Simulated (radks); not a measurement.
The mean radii <r> (bohr) of the occupied orbitals of an atom or ion are listed with their occupations. Method: non-relativistic Kohn-Sham, exchange-only B88, spin-unpolarised, spherical densities, point nucleus; computed with a radial shooting solver on a logarithmic mesh with Libxc functionals.

orbital  occ.      <r>
1s          2  0.07359
2s          2   0.3462
2p          6   0.3086
3s          2    1.081
3p          6    1.167
3d          1    1.590

Name the element and its charge.

Answer. Z = 21, scandium, charge +2: Sc2+ in [Ar] 3d1. The 1s radius gives Z: for a bare nucleus <r> = 1.5/Z, 0.07143 bohr for Z = 21, and screening makes it slightly larger (0.07359 here). The occupations add up to 19, and the charge is Z minus that.
